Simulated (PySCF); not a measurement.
C2H4BN3, SMILES N1B(N)N=CC=1. Atoms are numbered in the order given.

```xyz
10

N      0.0000     0.0000     2.0645
B      0.0000     0.0000     0.6735
N      0.0000     1.2558    -0.1607
C      0.0000     0.7664    -1.3529
C      0.0000    -0.7664    -1.3529
N      0.0000    -1.2558    -0.1607
H      0.0000    -0.8634     2.6090
H      0.0000     0.8634     2.6090
H      0.0000     1.3858    -2.2762
H      0.0000    -1.3858    -2.2762
```
Charge 0, spin multiplicity 1.

Coordinates come from a PBE-D3(BJ)/def2-SVP optimisation. The structure was generated by enumeration, and PubChem lists no compound with its InChIKey, so it may never have been made. The values are those of a single conformer.

Level of theory: PBE-D3(BJ)/def2-SVP (PySCF).

No scaling factor is applied to the harmonic values.

Computed normal modes with their intensities:
```json
[
 {"mode": "1", "ν (cm⁻¹)": "143", "IR (km/mol)": "22.9", "moving atoms (share of kinetic energy)": "N 49 %, H 20 %, C 17 %, B 14 %"},
 {"mode": "2", "ν (cm⁻¹)": "300", "IR (km/mol)": "8.7", "moving atoms (share of kinetic energy)": "N 47 %, H 34 %, B 12 %"},
 {"mode": "3", "ν (cm⁻¹)": "449", "IR (km/mol)": "0.0", "moving atoms (share of kinetic energy)": "H 48 %, C 34 %, N 18 %"},
 {"mode": "4", "ν (cm⁻¹)": "565", "IR (km/mol)": "114.2", "moving atoms (share of kinetic energy)": "H 74 %, N 23 %"},
 {"mode": "5", "ν (cm⁻¹)": "598", "IR (km/mol)": "6.6", "moving atoms (share of kinetic energy)": "N 63 %, C 17 %, B 12 %, H 8 %"},
 {"mode": "6", "ν (cm⁻¹)": "653", "IR (km/mol)": "53.9", "moving atoms (share of kinetic energy)": "B 52 %, N 30 %, H 11 %"},
 {"mode": "7", "ν (cm⁻¹)": "672", "IR (km/mol)": "0.0", "moving atoms (share of kinetic energy)": "H 86 %, N 11 %"},
 {"mode": "8", "ν (cm⁻¹)": "774", "IR (km/mol)": "0.2", "moving atoms (share of kinetic energy)": "H 33 %, N 27 %, C 25 %, B 15 %"},
 {"mode": "9", "ν (cm⁻¹)": "794", "IR (km/mol)": "5.9", "moving atoms (share of kinetic energy)": "N 82 %, H 14 %"},
 {"mode": "10", "ν (cm⁻¹)": "852", "IR (km/mol)": "19.7", "moving atoms (share of kinetic energy)": "H 71 %, B 14 %, C 13 %"},
 {"mode": "11", "ν (cm⁻¹)": "859", "IR (km/mol)": "6.2", "moving atoms (share of kinetic energy)": "C 65 %, H 21 %, N 13 %"},
 {"mode": "12", "ν (cm⁻¹)": "865", "IR (km/mol)": "14.6", "moving atoms (share of kinetic energy)": "N 36 %, C 35 %, H 28 %"},
 {"mode": "13", "ν (cm⁻¹)": "964", "IR (km/mol)": "0.0", "moving atoms (share of kinetic energy)": "H 57 %, C 41 %"},
 {"mode": "14", "ν (cm⁻¹)": "1106", "IR (km/mol)": "91.3", "moving atoms (share of kinetic energy)": "B 48 %, H 28 %, N 22 %"},
 {"mode": "15", "ν (cm⁻¹)": "1266", "IR (km/mol)": "13.9", "moving atoms (share of kinetic energy)": "H 70 %, N 16 %"},
 {"mode": "16", "ν (cm⁻¹)": "1283", "IR (km/mol)": "22.9", "moving atoms (share of kinetic energy)": "H 69 %, C 22 %, N 9 %"},
 {"mode": "17", "ν (cm⁻¹)": "1395", "IR (km/mol)": "21.8", "moving atoms (share of kinetic energy)": "H 55 %, B 42 %"},
 {"mode": "18", "ν (cm⁻¹)": "1560", "IR (km/mol)": "234.6", "moving atoms (share of kinetic energy)": "H 36 %, N 32 %, B 28 %"},
 {"mode": "19", "ν (cm⁻¹)": "1582", "IR (km/mol)": "0.0", "moving atoms (share of kinetic energy)": "C 49 %, N 42 %"},
 {"mode": "20", "ν (cm⁻¹)": "1627", "IR (km/mol)": "8.9", "moving atoms (share of kinetic energy)": "C 57 %, N 38 %"},
 {"mode": "21", "ν (cm⁻¹)": "3006", "IR (km/mol)": "32.4", "moving atoms (share of kinetic energy)": "H 92 %, C 8 %"},
 {"mode": "22", "ν (cm⁻¹)": "3021", "IR (km/mol)": "71.3", "moving atoms (share of kinetic energy)": "H 91 %, C 9 %"},
 {"mode": "23", "ν (cm⁻¹)": "3514", "IR (km/mol)": "81.0", "moving atoms (share of kinetic energy)": "H 96 %"},
 {"mode": "24", "ν (cm⁻¹)": "3627", "IR (km/mol)": "51.3", "moving atoms (share of kinetic energy)": "H 91 %, N 9 %"}
]
```
